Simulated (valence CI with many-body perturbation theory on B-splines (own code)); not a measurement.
Valence orbitals of Ho36+

Calculated by configuration interaction combined with many-body perturbation theory (CI+MBPT): three valence electrons over a frozen Dirac-Fock core [Ar] 3d10, radial functions for each j: 11 s, 11 p, 9 d, 7 f, 5 g, 2 h, 1 i, with the one-electron correlation potential Σ1 (screened to all orders), the two-electron term Σ2, the three-electron term Σ3, Breit, model QED; selected single and double excitations, second order for the rest (own B-spline code, finite nucleus).

The last digits are not significant, and no measured levels were compared; by estimate large intervals hold to a few tenths of a per cent, small ones and those within an open d or f shell to about a per cent.

These are the spectroscopic orbitals of the CI (the correlating ones are not listed), shaped by the core and the other valence electrons. h is the expectation value of the core's Dirac-Fock operator, without the valence repulsion; Σ1 is computed up to l = 3 at one energy for each symmetry, that of its lowest orbital but kept below the first core excitation, so for empty shells it is not the orbital's own correlation shift; Breit and QED include the response of the core.

```csv
Orbital,h (hartree),Σ1 (cm⁻¹),Breit (cm⁻¹),QED (cm⁻¹),⟨r⟩ (bohr)
4s1/2,-65.209,-13930,9232,6958,0.4588
5s1/2,-38.834,-5058,4124,3168,0.7712
6s1/2,-25.79,-2451,2149,1681,1.167
7s1/2,-18.376,-1397,1276,1003,1.643
4p1/2,-62.22,-14638,14470,84.8,0.4571
5p1/2,-37.388,-5367,6504,43.8,0.7792
6p1/2,-24.992,-2657,3478,25.0,1.182
7p1/2,-17.89,-1530,2088,15.5,1.665
4p3/2,-60.007,-12977,8765,742,0.4752
5p3/2,-36.359,-4954,3967,343,0.8022
6p3/2,-24.429,-2495,2290,187,1.210
7p3/2,-17.548,-1450,1380,114,1.698
4d3/2,-55.288,-14508,6332,-364,0.4647
5d3/2,-34.126,-5508,2946,-161,0.8056
6d3/2,-23.198,-2792,1616,-86.9,1.226
4d5/2,-54.815,-13882,3905,-95.8,0.4697
5d5/2,-33.899,-5276,1749,-36.4,0.8117
6d5/2,-23.07,-2677,958,-17.8,1.233
4f5/2,-49.773,-13856,2283,-205,0.4340
5f5/2,-31.67,-4553,1017,-100,0.7914
4f7/2,-49.664,-13403,814,-116,0.4359
5f7/2,-31.606,-4403,372,-53.6,0.7937
5g7/2,-30.53,,82.1,-20.2,0.7266
5g9/2,-30.505,,-20.0,-0.5,0.7276
```

Among the shells of the start configuration 4s2 4p1, Σ1 is largest in size for 4p1/2, where it is 0.11 % of h.

Lowest root of each symmetry, sizes in configuration state functions:

```tsv
J	Parity	Roots	Reference	Variational	Second order	Change by selected CI (cm⁻¹)	Change by second order (cm⁻¹)
1/2	even	7	45	6788	6451	-1927	0
3/2	even	11	74	11792	17897	-984	-1
5/2	even	12	79	15151	22174	-1699	-1
7/2	even	7	60	14317	25381	-2152	-3
9/2	even	3	41	10090	17940	-2839	-4
1/2	odd	7	47	6288	6877	-2110	0
3/2	odd	12	77	11299	12318	-2047	0
5/2	odd	10	78	12745	25025	-1761	-2
7/2	odd	6	65	10643	24647	-2146	-2
9/2	odd	2	43	8299	19670	-1255	-4
```
